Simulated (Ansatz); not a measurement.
Coupled-cluster run, Cl₂F₂Hf (`[F][Hf]([F])([Cl])[Cl]`).

```yaml
crystal:
  periodic: [false, false, false]
  atoms:
    - {symbol: F, position_ang: [0.183456, -0.587061, 1.835837]}
    - {symbol: Hf, position_ang: [0.062086, -0.077823, 0.024140]}
    - {symbol: F, position_ang: [1.248021, -1.151413, -0.974483]}
    - {symbol: Cl, position_ang: [-2.116174, -0.418440, -0.732672]}
    - {symbol: Cl, position_ang: [0.672411, 2.161236, -0.194322]}
basis:
  gaussian: {orbitals: def2-TZVPP}
correlation: {method: ccsd_t}
output: {orbitals: {seedname: orbitals}}
```

```sh
$ ansatz run in.yaml --threads 4 --pin off --events-out ev --progress --plain
```

Log, shortened:

```
Functional definition: HF
1281 factors; integrals over basis functions are off by at most 9.6e-4 eV
mean field evaluation 1: about -31719.2742 eV, gradient 4.9e1 eV
mean field evaluation 2: about -31719.4028 eV, gradient 5.0e1 eV
mean field evaluation 4: about -31723.8563 eV, gradient 1.9e0 eV
mean field evaluation 8: about -31723.8976 eV, gradient 2.0e-1 eV
mean field -31723.89780203 eV, -1165.8317409943 hartree, gradient 2.4e-6 eV, S^2 0.000000; 0 other end points of the search recorded, 0 dependent functions left out
12 core orbitals not correlated: weight in the atoms' cores, before any rotation towards them, 1.000 or more for the frozen orbitals, at most 0.000 for the correlated occupied ones
reference -31723.89780203 eV, -1165.8317409943 hartree; 20, 20 occupied and 170, 170 virtual orbitals, 1281 factors
second order -32.35036222 eV of doubles, -0.00000000 eV of singles
cycle   1  -32.02568031 eV  change    3.2e-1 eV  update   1.5e-1
cycle   2  -32.71836012 eV  change   -6.9e-1 eV  update   6.2e-2
cycle   3  -32.92285969 eV  change   -2.0e-1 eV  update   2.6e-2
cycle   4  -32.90871851 eV  change    1.4e-2 eV  update   7.2e-3
cycle   5  -32.89633827 eV  change    1.2e-2 eV  update   2.6e-3
cycle   6  -32.89718649 eV  change   -8.5e-4 eV  update   8.3e-4
cycle   7  -32.89730913 eV  change   -1.2e-4 eV  update   2.4e-4
cycle   8  -32.89711463 eV  change    1.9e-4 eV  update   9.4e-5
cycle   9  -32.89715388 eV  change   -3.9e-5 eV  update   3.0e-5
cycle  10  -32.89718900 eV  change   -3.5e-5 eV  update   1.0e-5
perturbative correction -1.27653062 eV, -0.0469116352 hartree
Total energy: -31758.07152165 eV, -1167.0876020268 hartree
```

Run time 65 s (4 threads of a server CPU on a shared host); peak host memory 2.9 GiB.

The correlation energy is -34.174 eV, 3.7 % of it from (T); the T1 diagnostic reads 0.0151.
